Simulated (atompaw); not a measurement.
Pseudopotential generation for Os: PAW (atompaw), PBE, scalar-relativistic.

The input file (atompaw 4.2.0.5):

```
Os 76
GGA-PBE scalarrelativistic loggrid 2001 logderivrange -3 5 201
6 6 5 4 0 0
6 0 1.5
6 1 0.5
5 2 6
0 0 0
c
c
c
c
c
v
c
c
c
c
v
c
c
v
c
2
3.00 2.30 2.90 2.90
y
-0.2
n
y
1.05
n
y
0.05
n
custom polynom vanderbiltortho sinc
bessel
3.00
3.00
3.00
3.00
2.30
2.30
PWSCFOUT
UPFDX 0.0125d0 UPFXMIN -7.d0 UPFZMESH 76.d0
END
```

Command:

```bash
atompaw < Os.input > Os.log
```

The program printed (summary file):

```
Completed calculations for Os (AE)

 Exchange-correlation type: GGA, Perdew-Burke-Ernzerhof

 Radial integration grid is logarithmic
 r0 =   9.0108695E-05 h =   6.8482608E-03   n =      2001 rmax =   8.0000000E+01

 Scalar relativistic calculation

 AEatom converged in  39 iterations
   nz     =  76.00
   delta  =       1.035063523105E-14

 All Electron Orbital energies:
  n  l      occupancy      energy
  1  0      2.0000000E+00 -5.4302163E+03
  2  0      2.0000000E+00 -9.4576688E+02
  3  0      2.0000000E+00 -2.2014702E+02
  4  0      2.0000000E+00 -4.6513669E+01
  5  0      2.0000000E+00 -6.7980276E+00
  6  0      1.5000000E+00 -4.9931158E-01
  2  1      6.0000000E+00 -8.2342794E+02
  3  1      6.0000000E+00 -1.8423217E+02
  4  1      6.0000000E+00 -3.4736480E+01
  5  1      6.0000000E+00 -3.8061605E+00
  6  1      5.0000000E-01 -1.2729067E-01
  3  2      1.0000000E+01 -1.4414562E+02
  4  2      1.0000000E+01 -2.0123464E+01
  5  2      6.0000000E+00 -5.2391920E-01
  4  3      1.4000000E+01 -3.8889319E+00

 Total energy
   Total                    :   -34507.52486831530405

 ---
 Completed calculations for Os (SC)

 Exchange-correlation type: GGA, Perdew-Burke-Ernzerhof

 Radial integration grid is logarithmic
 r0 =   9.0108695E-05 h =   6.8482608E-03   n =      2001 rmax =   8.0000000E+01

 Scalar relativistic calculation

 SCatom converged in   4 iterations
   nz     =  76.00
   delta  =       8.689874187441E-16

 Valence Electron Orbital energies:
  n  l      occupancy      energy
   6  0      1.5000000E+00 -4.9931159E-01
   6  1      5.0000000E-01 -1.2729067E-01
   5  2      6.0000000E+00 -5.2391920E-01

 Total energy
   Total                    :   -34507.52486833232251
   Valence                  :     -696.73192138161164

 PAW parameters:
       lmax =            2
         rc =    3.0092199161852347
        irc =         1522
   rc_shape =    2.3038682118163556
    rc_vloc =    2.9079214100990174
    rc_core =    2.9079214100990174
   Vloc: truncated form - Vps(r)=A.sin(qr)/r for r<rc
   Projector type: polynomial pseudization + Vanderbilt ortho.
   Sinc^2 compensation charge shape zeroed at   2.3039E+00

 Number of basis functions     6
 No.   n  nodes  l      Energy         Cp coeff         Occ
  1    6    5    0   -0.4993116E+00 -0.3436784E+04  0.1500000E+01
  2  999    6    0   -0.2000000E+00 -0.5181220E+03  0.0000000E+00
  3    6    4    1   -0.1272907E+00 -0.5633712E+04  0.5000000E+00
  4  999    5    1    0.1050000E+01 -0.1343243E+03  0.0000000E+00
  5    5    2    2   -0.5239192E+00 -0.4815047E+02  0.6000000E+01
  6  999    3    2    0.5000000E-01 -0.1074054E+02  0.0000000E+00

 Eigenvalues of overlap operator (in the basis of projectors):
    1        1.03721060E-01
    2        1.86432866E-01
    3        6.00696837E-01
    4        3.44024809E+01
    5        1.33327097E+02
    6        3.12687956E+02

 Orbital leakage outside PAW augmentation regions
   orb  is_core?  %out_of_sphere
   1 0    T           0.00
   2 0    T           0.00
   3 0    T           0.00
   4 0    T          -0.00
   5 0    T           0.01
   6 0    F          41.48
   2 1    T          -0.00
   3 1    T           0.00
   4 1    T           0.00
   5 1    T           0.10
   6 1    F          79.42
   3 2    T           0.00
   4 2    T           0.00
   5 2    F           8.02
   4 3    T           0.00

 Summary of PAW energies
   Total valence energy     :   -696.73192477630494
   Smooth energy            :     25.31694125755216
   One center               :   -722.04886603385705
   Smooth kinetic           :     14.09765532163699
   Vloc energy              :      6.59832437412503
   Smooth exch-corr         :     -4.40929127974634
   One-center xc            :   -671.82285745468448
```

The run took about 18 s on one core of a shared server CPU.
